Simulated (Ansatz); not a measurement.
**Abstraction of Br: CH2BrI + CHBr2 → CH2I + CHBr3**

Species: CH2BrI (bromoiodomethane) `BrCI`, singlet; CHBr2 `Br[CH]Br`, doublet; CH2I `[CH2]I`, doublet; CHBr3 (bromoform) `BrC(Br)Br`, singlet. A radical takes Br: the energy is the difference in strength between two C–Br bonds in different surroundings.

Shapes, held fixed at every level: PBE0-D4/def2-TZVP. Programs: Ansatz 0.2.0. The zero-point and thermal change to 298 K, harmonic and unscaled (PBE0-D4/def2-TZVP), is -4.2 kJ/mol.

```tsv
level	kind	ΔH(298 K) (kJ/mol)	less CCSD(T)/def2-TZVPP
MP2/def2-TZVPP	perturbation theory	+18.2	-3.3
PBE-D4/def2-TZVPP	GGA	+25.8	+4.3
PBE0-D4/def2-TZVPP	global hybrid	+26.5	+5.0
r2SCAN0-D4/def2-TZVPP	global hybrid	+25.4	+3.9
wB97X-V/def2-TZVPP	range-separated hybrid	+26.1	+4.6
CCSD(T)/def2-SVP	coupled cluster or CI	+25.8	+4.3
CCSD(T)/def2-TZVPP	coupled cluster or CI	+21.5	0.0
```

The highest level, CCSD(T)/def2-TZVPP, gives ΔH(298 K) = +21.5 kJ/mol; the levels span +18.2 to +26.5. The column of differences is taken from that level and isn't an error. No measured value is set beside it here. Open shells run unrestricted. For atoms past krypton def2 sets carry core potentials with scalar relativity. Relativity is left out for Br. Outer-core shells of Br, I are correlated in most correlated rows, in sets that cover them unevenly.
